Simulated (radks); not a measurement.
Values are calculated unless marked as measured or tabulated.
Task: Radial electron density D(r) = 4 pi r^2 rho(r) of an atom or ion with 53 electrons. Code: a radial shooting solver on a logarithmic mesh with Libxc functionals. Model: scalar-relativistic Kohn-Sham, TASK exchange with Perdew-Wang LDA correlation, spin-unpolarised, spherical densities, finite nucleus; meta-GGA in the generalised Kohn-Sham scheme; Fermi nuclear charge, rms radius of each element as measured or else 0.836 A^(1/3) + 0.57 fm.

r (bohr)   D(r) (e/bohr)
0.0009298          1.848
0.0011             2.471
0.001301           3.292
0.001539           4.370
0.001821           5.772
0.002154           7.581
0.002548           9.892
0.003014           12.81
0.003565           16.43
0.004217           20.85
0.004989           26.11
0.005949           32.53
0.007037           39.40
0.008324           46.71
0.009847           54.05
0.01165            60.78
0.01378            66.18
0.0163             69.52
0.01928            70.33
0.02281            68.66
0.02698            65.41
0.03192            62.28
0.03776            61.46
0.04466            64.76
0.05284            72.39
0.0625             82.13
0.07393            89.73
0.08746            90.86
0.1035             84.25
0.1224             73.58
0.1448             65.98
0.1713             66.64
0.2042             73.75
0.2416             77.14
0.2858             69.08
0.338              51.10
0.3999             33.49
0.473              25.62
0.5596             27.15
0.6619             29.88
0.783              27.37
0.9263             20.16
1.096              12.72
1.296              8.054
1.533              6.007
1.814              4.920
2.146              3.705
2.538              2.318
3.002              1.145
3.552             0.4283
4.201             0.1190
4.97             0.02909
5.879            0.01595
7.011            0.02402
8.293            0.03603
9.81             0.04830
11.6             0.05642
13.73            0.04623
16.24            0.02348
19.21           0.008764
22.72           0.002306
26.88          0.0003745

What is the nuclear charge?

Result: Z = 54. The innermost maximum, from 1s, lies near gamma/Z bohr with gamma = sqrt(1 - (Z/c)^2) = 0.919, here 0.017 bohr (found: 0.0187), and its height grows with Z. The density is that of the xenon ion Xe+ in [Kr] 4d10 5s2 5p4.5 4f0.5; the configuration itself is not fixed sharply by these data, and Z only to a few units. D(r) has 5 maxima, at r = 0.0187, 0.0827, 0.236, 0.673, 12.1 bohr, and minima at 0.0363, 0.156, 0.492, 5.79 bohr, inside which lie 1.98, 11.19, 28.94, 52.51 electrons.
